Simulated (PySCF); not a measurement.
PySCF job for Ti(H)3(OSiH3) (H6OSiTi), SMILES [SiH3][O][TiH3], multiplicity 1, PBE0/pcSseg-1. Coordinates come from a B3LYP-D3(BJ)/def2-SVP optimisation. A frequency run showed that this geometry is not a minimum. The multiplicity is an assumed one; no other spin state was optimised. The structure was generated by enumeration; whether it is a known compound was not checked.

```python
import numpy as np
from pyscf import gto, scf, dft
from pyscf.prop.nmr import rks as nmr

mol = gto.M(
    atom='''
    Ti    0.00000000   -0.00000000    1.44301423
    H     0.41873429   -1.55582853    1.97488362
    H     1.13801988    1.14054880    1.97488362
    H    -1.55675417    0.41527974    1.97488362
    O    -0.00000000    0.00000000   -0.30393460
    Si   -0.00000000   -0.00000000   -1.98869958
    H     0.35159788   -1.36392498   -2.46589768
    H     1.00539475    0.98645519   -2.46589768
    H    -1.35699262    0.37746979   -2.46589768
    ''',
    basis='pcSseg-1',
    charge=0,
    spin=0,
    max_memory=1600,
    verbose=3,
)
mf = dft.RKS(mol, xc='pbe0')
mf.grids.level = 3
mf.conv_tol = 1e-10
mf.max_cycle = 100
mf.kernel()
n = nmr.NMR(mf)
n.verbose = 2
n.max_cycle_cphf = 60
sigma = n.kernel()
print('atom   isotropic/ppm   span/ppm')
for i, s in enumerate(sigma):
    w = np.linalg.eigvalsh((s + s.T) / 2)
    print(f'{mol.atom_symbol(i):2s}{i + 1:3d} {w.mean():14.3f} {w[2] - w[0]:11.3f}')
```

It prints:

```
converged SCF energy = -1217.25746191379
atom   isotropic/ppm   span/ppm
Ti  1      -1823.744    1734.403
H   2         23.419      37.331
H   3         23.419      37.330
H   4         23.419      37.331
O   5        -68.290     593.937
Si  6        376.030     112.423
H   7         25.732       5.197
H   8         25.732       5.197
H   9         25.732       5.197
```

The calculation finished and met its thresholds.
